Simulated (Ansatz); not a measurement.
A nudged elastic band was laid between two geometries of CH3AlCl2 + H4Si (12 atoms, charge 0, multiplicity 1).

Theory: RKS PBE0/STO-3G (Ansatz 0.2.0).

```yaml
movable_images: 2
climbing_image: yes
spring: 5.0 eV/Å²
optimiser: quadratic models (default)
start_path: through a guess of the saddle point
force_threshold: 0.03 eV/Å
iteration_limit: 60
end_points: relaxed
```

Image 0:

```xyz
12
Properties=species:S:1:pos:R:3
Al 0.342 1.165 0.656
Cl -0.988 2.620 -0.017
C 1.873 0.702 -0.358
Cl 0.245 0.744 2.694
H -0.752 -0.338 0.112
Si -1.644 -1.447 -0.263
H 2.269 -0.277 -0.072
H 2.675 1.433 -0.206
H 1.658 0.677 -1.431
H -2.869 -1.270 0.475
H -0.962 -2.664 0.097
H -1.847 -1.347 -1.687
```

Image 3:

```xyz
12
Properties=species:S:1:pos:R:3
Al 0.042 0.207 0.131
Cl -1.023 2.243 0.184
C 1.804 0.501 -0.520
Cl 0.054 0.616 2.392
H -0.640 1.808 1.643
Si -1.437 -1.463 -0.367
H 2.441 -0.373 -0.353
H 2.293 1.354 -0.041
H 1.802 0.693 -1.598
H -2.750 -1.234 0.187
H -0.983 -2.738 0.137
H -1.602 -1.615 -1.795
```

**Question.** What changes between the two ends?

**Answer.** Bonds broken: H5–Si6. Bonds formed: Al1–Si6. CH3AlCl2 + H4Si becomes CH7AlCl2Si.

**Question.** What energy profile does the band end with?

**Answer.** It converged. The highest image is number 2 of 0 to 3, 2.02 eV above the first end and 0.65 eV above the last; the last end lies 1.37 eV above the first. The order of the stationary point at the top wasn't checked. So few images can step over the top or miss a turn of the path. The orbitals stay closed-shell, which can raise the energy where a bond breaks towards radicals; this wasn't checked here. Limits of this set-up: minimal basis.

```
image  path coordinate (Å)  energy (eV)  H5–Si6 (Å)  Al1–Si6 (Å)
    0                 0.00         0.00        1.47         3.41
    1                 1.91         1.20        1.58         2.80
    2                 3.82         2.02        3.29         2.29
    3                 7.29         1.37        3.92         2.29
```

**Question.** What is the geometry of the highest image?

**Answer.** 
```xyz
12
Properties=species:S:1:pos:R:3
Al 0.333 0.080 0.671
Cl -0.992 2.195 0.036
C 1.874 0.466 -0.383
Cl 0.511 0.516 2.718
H -1.884 1.719 -0.853
Si -1.309 -1.394 0.043
H 2.600 -0.352 -0.321
H 2.388 1.374 -0.054
H 1.629 0.593 -1.442
H -2.186 -1.817 1.110
H -0.795 -2.596 -0.573
H -2.170 -0.785 -0.952
```

Time of the run: 4.5 min on 1 thread of Arm Neoverse V2 (shared host), peak memory 0.13 GiB.
